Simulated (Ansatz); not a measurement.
Total energies of C₂H₉InOSe.

Z-matrix (Å, degrees):
```
C
In 1 2.151
H 1 1.091 2 110.4
H 1 1.092 2 110.8 3 121.1
H 1 1.091 2 110.1 3 -119.4
C 2 2.144 1 133.3 3 -168.6
O 2 2.447 1 97.7 3 -56.7
Se 2 2.596 1 111.3 3 27.6
H 6 1.091 2 111.3 1 22.3
H 6 1.091 2 109.9 1 -98.4
H 6 1.091 2 109.1 1 142.7
H 7 0.962 2 117.0 1 1.8
H 7 0.975 2 90.3 1 110.5
H 8 1.469 2 93.0 1 174.3
```

The species carries charge 0 and has multiplicity 1. Correlated methods include outer-core shells of In, Se, which these sets cover unevenly. Scalar relativity is left out up to krypton. In takes the def2 core potential. The bonds changed during the relaxation, so this is another structure than the one it started from. The structure was optimised at the PBE0-D4/def2-TZVP level. It is one conformer, not always the lowest. Basis def2-TZVPP, Ansatz 0.2.0.

RPA on PBE orbitals: Hartree–Fock energy of these orbitals -2744.93552 Eh, correlation -1.86313 Eh (frozen core).

```tsv
functional	energy without D4 (Eh)	D4 term (kJ/mol)
r2SCAN0	-2748.57520	-9.0
PBE-QIDH	-2747.65836	–
```

**Question.** Give the same for LDA (SPW92), PBE, revPBE, BLYP, r2SCAN, B97M-V, PBE0, B3LYP, r2SCANh, HSE06 (plane-wave form), BHLYP, CAM-B3LYP, LC-ωPBE, ωB97X-V, ωB97M-V, B2PLYP. (An estimate is asked.)

**Answer.** Computed: 
```csv
functional,energy without D4 (Eh),D4 term (kJ/mol)
LDA (SPW92),-2743.59036,–
PBE,-2748.09925,-28.7
revPBE,-2748.46028,-72.4
BLYP,-2748.57936,-59.6
r2SCAN,-2748.63401,-7.5
B97M-V,-2748.20180,–
PBE0,-2748.19462,-25.0
B3LYP,-2748.77449,-46.1
r2SCANh,-2748.60979,-8.1
HSE06 (plane-wave form),-2748.18727,-23.7
BHLYP,-2748.47301,-40.6
CAM-B3LYP,-2748.68842,-26.1
LC-ωPBE,-2748.27757,–
ωB97X-V,-2748.37178,–
ωB97M-V,-2748.39149,–
B2PLYP,-2747.93835,–
```

B3LYP takes the VWN-RPA correlation (the form of Gaussian; ORCA's B3LYP/G). HSE06 is the plane-wave form, built on full-range PBE exchange. The double hybrids freeze the cores in their second-order part.

LC-ωPBE has ω = 0.4 bohr⁻¹.
